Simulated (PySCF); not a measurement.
How exact exchange moves a shielding

Molecule: isopropyldifluoroborane (CC(C)B(F)F, C$_{3}$H$_{7}$BF$_{2}$).

Molfile (atoms numbered from 1):
```
C3H7BF2
     RDKit          3D

 13 12  0  0  0  0  0  0  0  0999 V2000
   -1.0105   -0.9194    0.3355 C   0  0  0  0  0  0  0  0  0  0  0  0
    0.0388   -0.0657   -0.3915 C   0  0  0  0  0  0  0  0  0  0  0  0
    1.4116   -0.1450    0.2668 C   0  0  0  0  0  0  0  0  0  0  0  0
   -0.5013    1.3970   -0.5282 B   0  0  0  0  0  0  0  0  0  0  0  0
    0.0958    2.4386    0.0254 F   0  0  0  0  0  0  0  0  0  0  0  0
   -1.6127    1.6568   -1.1973 F   0  0  0  0  0  0  0  0  0  0  0  0
   -0.6934   -1.9731    0.3859 H   0  0  0  0  0  0  0  0  0  0  0  0
   -1.9869   -0.8845   -0.1704 H   0  0  0  0  0  0  0  0  0  0  0  0
   -1.1569   -0.5740    1.3722 H   0  0  0  0  0  0  0  0  0  0  0  0
    0.1111   -0.4496   -1.4277 H   0  0  0  0  0  0  0  0  0  0  0  0
    1.3823    0.2428    1.2974 H   0  0  0  0  0  0  0  0  0  0  0  0
    1.7708   -1.1853    0.3147 H   0  0  0  0  0  0  0  0  0  0  0  0
    2.1634    0.4437   -0.2805 H   0  0  0  0  0  0  0  0  0  0  0  0
  1  2  1  0
  2  3  1  0
  2  4  1  0
  4  5  1  0
  4  6  1  0
  1  7  1  0
  1  8  1  0
  1  9  1  0
  2 10  1  0
  3 11  1  0
  3 12  1  0
  3 13  1  0
M  END
```

GIAO shieldings (ppm, equivalent atoms averaged) in PySCF on the PBE0-D3(BJ)/def2-SVP geometry, basis pcSseg-1, gas phase, non-relativistic:

| functional | exact exchange (%) | σ(B4) | σ(F5/F6) |
| --- | --- | --- | --- |
| BLYP | 0 | 63.9 | 229.3 |
| BP86 | 0 | 66.7 | 229.9 |
| PBE | 0 | 66.1 | 227.1 |
| B3LYP | 20 | 67.8 | 244.6 |
| PBE0 | 25 | 70.9 | 246.7 |
| BHandHLYP | 50 | 73.7 | 264.9 |
| HF | 100 | 84.7 | 294.7 |

Task: Fit each shielding as a line in the percentage of exact exchange.

Result: σ(B4) = 65.3 + 0.19 x (rms 1.1 ppm); σ(F5/F6) = 229.6 + 0.66 x (rms 1.5 ppm). The functionals also differ in their semilocal parts, which the line can't hold; Hartree–Fock has no correlation at all.

Task: What does the line predict for mPW1PW91 (25 %), and what does the run give?

Result: σ(B4): 70.0 predicted, 70.9 computed; σ(F5/F6): 246.1 predicted, 247.9 computed ppm.
